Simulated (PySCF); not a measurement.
**Working out the ionisation energy of Kr²⁺**

Kr²⁺ [Ar] 3d10 4s2 4p4 (3P) → Kr³⁺ [Ar] 3d10 4s2 4p3 (4S). Calculation: PySCF 2.14, in aug-cc-pVTZ-PP with one added diffuse shell each of s, d, f type with ECP10MDF (7s5p5d3f, 68 functions); scalar relativity through the core potential. Frozen: 3s2 3p6 3d10. Energies in hartree (1 hartree = 27.21139 eV):

```json
{"part": "UHF", "Kr²⁺ (lower)": "-460.864365", "Kr³⁺ (upper)": "-459.602530"}
{"part": "MP2 opposite-spin", "Kr²⁺ (lower)": "-0.085588", "Kr³⁺ (upper)": "-0.062044"}
{"part": "MP2 same-spin", "Kr²⁺ (lower)": "-0.024638", "Kr³⁺ (upper)": "-0.021703"}
```

Q: What does Hartree-Fock give?

A: (-459.602530) − (-460.864365) = 1.261835 hartree = 34.336 eV.

Q: What do MP2 and SCS-MP2 (6/5 opposite-spin, 1/3 same-spin) give?

A: The opposite-spin parts differ by 0.641 eV and the same-spin parts by 0.080 eV. MP2: 34.336 + (0.641) + (0.080) = 35.057 eV. SCS-MP2: 34.336 + 1.2 × (0.641) + (0.080)/3 = 35.132 eV.

Reference: 35.838 ± 0.02 eV (measured; NIST Atomic Spectra Database, ionization energies), between the lowest levels; spin-orbit coupling is absent from the calculation.

What remains against the reference includes basis incompleteness, the frozen core and correlation beyond second order.
